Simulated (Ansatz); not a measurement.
`C[SiH2]B[SiH3]` + `[SiH3]OCS` → `[SiH3]OCS[SiH3]` + `B[SiH2]C`  (cleavage of the Si–B bond)

Computed with Ansatz on PBE0-D4/def2-TZVP structures; ΔE is electronic, products minus reactants. CCSD(T)/CBS adds triple-zeta CCSD(T) − MP2 to the extrapolated MP2 energy (def2 sets, frozen cores). DFT in def2-TZVPP. B3LYP here is the variant with VWN-RPA as its local correlation; programs differ in this. One conformer a species, not always the lowest.

| level | ΔE (kJ/mol) | difference from CCSD(T)/CBS |
| --- | --- | --- |
| r2SCAN-D4 | -59.9 | 4.0 |
| B3LYP-D4 | -62.2 | 1.7 |
| ωB97X-V | -62.3 | 1.6 |
| ωB97M-V | -65.2 | -1.3 |
| B2PLYP | -63.9 | 0.0 |
| PBE | -50.6 | 13.3 |
| r2SCAN | -59.3 | 4.6 |
| PBE0 | -55.6 | 8.3 |
| B3LYP | -58.6 | 5.3 |
| MP2/def2-TZVPP | -71.7 | -7.8 |
| SCS-MP2/def2-TZVPP | -70.3 | -6.4 |
| CCSD/def2-TZVPP | -61.3 | 2.6 |
| CCSD(T)/def2-TZVPP | -61.5 | 2.4 |
| MP2/def2-QZVPP | -73.1 | -9.2 |
| MP2/CBS(def2) | -74.1 | -10.2 |
| CCSD/CBS(def2) | -63.7 | 0.2 |
| CCSD(T)/CBS | -63.9 | 0 |

Largest T1 diagnostic among the species: 0.013.

The D4 term adds −3.6 kJ/mol with B3LYP and −1.9 kJ/mol with PBE0; it sums over pairs of atoms, weighted by their polarisabilities, and B3LYP, whose exchange is more repulsive, gets the larger term. From PBE to PBE0 (25 % exact exchange), in def2-TZVPP and without D4, ΔE moves by −5.0 kJ/mol.
